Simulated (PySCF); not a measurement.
AsFH4O2Si, SMILES O[Si](O)(F)[AsH2].

The structure is a stationary point at PBE-D3(BJ)/def2-SVP. The values are those of a single conformer.

The numbers are results of PySCF 2.14.0 with PBE-D3(BJ)/def2-SVP, not measurements.

Frequencies are harmonic and unscaled.

Computed harmonic wavenumbers and intensities:
```json
[
 {"mode": "1", "ν (cm⁻¹)": "87", "IR (km/mol)": "2.1", "moving atoms (share of kinetic energy)": "H 93 %"},
 {"mode": "2", "ν (cm⁻¹)": "130", "IR (km/mol)": "3.8", "moving atoms (share of kinetic energy)": "O 40 %, F 30 %, H 13 %, Si 9 %"},
 {"mode": "3", "ν (cm⁻¹)": "136", "IR (km/mol)": "19.5", "moving atoms (share of kinetic energy)": "O 42 %, F 22 %, H 21 %, As 8 %"},
 {"mode": "4", "ν (cm⁻¹)": "198", "IR (km/mol)": "13.8", "moving atoms (share of kinetic energy)": "H 75 %, O 8 %"},
 {"mode": "5", "ν (cm⁻¹)": "217", "IR (km/mol)": "92.4", "moving atoms (share of kinetic energy)": "H 48 %, O 25 %, F 10 %, Si 10 %"},
 {"mode": "6", "ν (cm⁻¹)": "233", "IR (km/mol)": "14.9", "moving atoms (share of kinetic energy)": "As 33 %, O 29 %, H 20 %, F 13 %"},
 {"mode": "7", "ν (cm⁻¹)": "302", "IR (km/mol)": "27.3", "moving atoms (share of kinetic energy)": "O 43 %, F 30 %, H 14 %, Si 13 %"},
 {"mode": "8", "ν (cm⁻¹)": "334", "IR (km/mol)": "77.7", "moving atoms (share of kinetic energy)": "O 47 %, H 38 %, F 9 %"},
 {"mode": "9", "ν (cm⁻¹)": "427", "IR (km/mol)": "96.6", "moving atoms (share of kinetic energy)": "Si 50 %, O 20 %, F 14 %, H 10 %"},
 {"mode": "10", "ν (cm⁻¹)": "570", "IR (km/mol)": "11.7", "moving atoms (share of kinetic energy)": "H 91 %"},
 {"mode": "11", "ν (cm⁻¹)": "619", "IR (km/mol)": "5.1", "moving atoms (share of kinetic energy)": "H 93 %"},
 {"mode": "12", "ν (cm⁻¹)": "756", "IR (km/mol)": "133.9", "moving atoms (share of kinetic energy)": "O 43 %, H 30 %, F 18 %, Si 9 %"},
 {"mode": "13", "ν (cm⁻¹)": "784", "IR (km/mol)": "161.1", "moving atoms (share of kinetic energy)": "H 68 %, O 30 %"},
 {"mode": "14", "ν (cm⁻¹)": "841", "IR (km/mol)": "174.7", "moving atoms (share of kinetic energy)": "H 51 %, Si 23 %, F 19 %"},
 {"mode": "15", "ν (cm⁻¹)": "906", "IR (km/mol)": "133.9", "moving atoms (share of kinetic energy)": "Si 46 %, O 31 %, F 14 %, H 8 %"},
 {"mode": "16", "ν (cm⁻¹)": "940", "IR (km/mol)": "32.2", "moving atoms (share of kinetic energy)": "H 62 %, Si 20 %, O 15 %"},
 {"mode": "17", "ν (cm⁻¹)": "962", "IR (km/mol)": "86.4", "moving atoms (share of kinetic energy)": "H 53 %, Si 27 %, O 18 %"},
 {"mode": "18", "ν (cm⁻¹)": "2134", "IR (km/mol)": "54.6", "moving atoms (share of kinetic energy)": "H 99 %"},
 {"mode": "19", "ν (cm⁻¹)": "2150", "IR (km/mol)": "64.0", "moving atoms (share of kinetic energy)": "H 99 %"},
 {"mode": "20", "ν (cm⁻¹)": "3733", "IR (km/mol)": "63.9", "moving atoms (share of kinetic energy)": "H 94 %"},
 {"mode": "21", "ν (cm⁻¹)": "3765", "IR (km/mol)": "90.2", "moving atoms (share of kinetic energy)": "H 94 %"}
]
```
